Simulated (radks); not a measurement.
The numbers below are computed, except where a source is named.
Problem. All-electron atom: Rb+ in [Kr]. Code: a radial shooting solver on a logarithmic mesh with Libxc functionals. Model: scalar-relativistic Kohn-Sham, PBE, spin-unpolarised, spherical densities, finite nucleus; Fermi nuclear charge, rms radius 4.2036 fm. Some entries of the table are withheld. Estimate them.

| orbital | occ. | eigenvalue (Ry) | <r> (bohr) | <1/r> (bohr^-1) |
|---|---|---|---|---|
| 1s | 2 | -1105.368 | 0.04029 | 37.87 |
| 2s | 2 | -148.0255 | 0.1778 | 8.432 |
| 2p | 6 | -131.2709 | (1) | 8.240 |
| 3s | 2 | -22.32720 | (2) | 2.808 |
| 3p | 6 | -16.95296 | 0.5187 | (3) |
| 3d | 10 | (4) | 0.5253 | 2.390 |
| 4s | 2 | -2.76578 | (5) | 0.9203 |
| 4p | 6 | -1.59129 | 1.714 | 0.7718 |

Solution. 
(1) 2p <r> (bohr): 0.1551
(2) 3s <r> (bohr): 0.5105
(3) 3p <1/r> (bohr^-1): 2.654
(4) 3d eigenvalue (Ry): -8.06599
(5) 4s <r> (bohr): 1.453
